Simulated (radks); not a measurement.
Values are calculated unless marked as measured or tabulated.
Orbital eigenvalues (eV) of the indium ion In+, [Kr] 4d10 5s2, at several levels of relativity; Dirac values are averaged over j with weights 2j + 1. Spin-unpolarised spherical Kohn-Sham, PBE, point nucleus unless stated (finite: rms radius 4.6156 fm), a radial shooting solver on a logarithmic mesh with Libxc functionals. A level marked "c x" has the speed of light scaled by that factor.

shell	non-rel.	scalar-rel.	scalar-rel., finite nucleus	Dirac, c x 2	change of magnitude, last against first (%)
1s	-26805	-27762	-27760	-27028	+0.83
2s	-3931.5	-4163.1	-4162.9	-3985.3	+1.37
2p	-3672.1	-3737.3	-3737.3	-3687.9	+0.43
3s	-749.22	-796.03	-796.00	-760.10	+1.45
3p	-643.04	-656.60	-656.60	-646.36	+0.52
3d	-446.34	-440.17	-440.18	-444.74	-0.36
4s	-118.22	-127.12	-127.12	-120.29	+1.75
4p	-83.580	-85.599	-85.600	-84.085	+0.60
4d	-27.172	-26.073	-26.074	-26.899	-1.00
5s	-14.230	-14.925	-14.925	-14.390	+1.12
5p (empty)	-8.4685	-8.4314	-8.4316	-8.4611	-0.09
